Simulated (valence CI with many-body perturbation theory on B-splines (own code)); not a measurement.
## Which ion has this spectrum?

A relativistic CI+MBPT calculation for an atom or ion with 5 electrons gives these levels (eV):

```
  J  Parity       E     g
1/2     odd     0.0  0.64
1/2    even   177.5  2.14
3/2     odd   454.6  1.31
3/2    even   578.3  1.65
5/2    even   611.7  1.34
1/2    even   664.6  1.23
3/2    even   665.1  0.97
3/2     odd   853.8  1.35
5/2    even  1051.0  1.41
1/2    even  1129.7  1.89
3/2    even  1130.7  1.19
3/2     odd  1274.1  1.44
5/2     odd  1294.5  1.18
1/2     odd  1335.4  0.64
```

The energies are calculated, and their last digits are not significant.

Which is it?
A. Cs50+
B. Nd55+
C. La52+
D. Ba51+

C. La52+, ground level (2s^2 2p1/2) J=1/2.
